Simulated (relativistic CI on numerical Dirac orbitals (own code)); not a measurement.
Hyperfine structure of W⁴⁸⁺, mass number 183

Calculated at this level of theory: Dirac-Coulomb-Breit CI, orbitals from a KLI potential per configuration, model QED, unscaled Slater integrals (own radial code, finite nucleus).

Configurations in the expansion (outside the closed core [Ne]): 3s2 3p6 3d8, 3s2 3p5 3d9, 3s2 3p4 3d10, 3s 3p6 3d9, 3p6 3d10, 3s 3p5 3d10, 3s2 3p6 3d7 4s, 3s2 3p6 3d7 4p, 3s2 3p4 3d9 4s, 3s2 3p6 3d7 4d, 3s2 3p4 3d9 4p, 3s2 3p5 3d8 4s, 3s2 3p6 3d7 4f, 3s2 3p4 3d9 4d, 3s 3p5 3d9 4s, 3s2 3p5 3d8 4p. Levels of other configurations are missing.

Nuclear spin I = 1/2, μ = 0.11739 μN (tables of Stone and Pyykkö). The electronic factors are computed for point nuclear moments, without core polarisation or the Bohr-Weisskopf and QED corrections.

```csv
Level,E (10³ cm⁻¹),A (MHz)
3s2 3p6 3d8 3F_4,0.0,8961
3s2 3p6 3d8 3F_3,525.6,13140
3s2 3p6 3d8 3P_2,602.1,10390
3s2 3p6 3d8 3P_1,644.9,-1515
3s2 3p6 3d8 1G_4,647.6,14410
3s2 3p6 3d8 3F_2,1108.5,22820
3s2 3p5 3d9 3F°_4,3448.8,22360
3s2 3p5 3d9 1D°_2,3527.0,12880
```

Levels with J = 0, under 50 % of one LS term, or S terms without an open s electron are left out. Small factors come from cancelling terms and can be off by tens of per cent or more.

At this charge energies of transitions that change n are usually good to better than 1 %, and those within a shell (Δn = 0) to a few per cent.

Question: Give the hyperfine levels of 3s2 3p6 3d8 3F_4 relative to its centre of gravity.

Answer: With K = F(F + 1) − I(I + 1) − J(J + 1), E = AK/2: F = 7/2: -22400, F = 9/2: 17920 MHz.

LS names give the leading component of a level, which can be under half, so a name can repeat, a term be missing and a line seem to break the LS rules.
